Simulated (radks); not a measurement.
Task: These are the eigenvalues of the occupied orbitals of an atom or ion with whole-number occupations (hartree). Method: scalar-relativistic Kohn-Sham, LB94 model potential, spin-polarised, spherical densities, finite nucleus; Fermi nuclear charge, rms radius of each element as measured or else 0.836 A^(1/3) + 0.57 fm; computed with a radial shooting solver on a logarithmic mesh with Libxc functionals.

orbital  eigenvalue
1s down   -2833.166
1s up     -2833.166
2s down   -518.6405
2s up     -518.6321
2p down   -454.4656
2p up     -454.4590
3s up     -142.3074
3s down   -142.2916
3p up     -123.5157
3p down   -123.4914
3d up     -102.7889
3d down   -102.7773
4s up     -50.19485
4s down   -49.84631
4p up     -43.82889
4p down   -43.49597
4d up     -36.06557
4d down   -35.74452
4f up     -27.53783

Which element is it, and in what charge state? The configuration may be excited. Open shells, if any, are filled with parallel spins first.

Result: Z = 77, iridium, charge +24: Ir24+ in [Kr] 4d10 4f7. The list shows which subshells hold electrons but not how many an open one holds; the 1s level, -2833.2 hartree, gives Z - s = 75.3 by -(Z - s)^2/2, which with screening and relativity narrows Z to a few neighbours, and the depths of the outer levels then fix element, charge and occupations together.
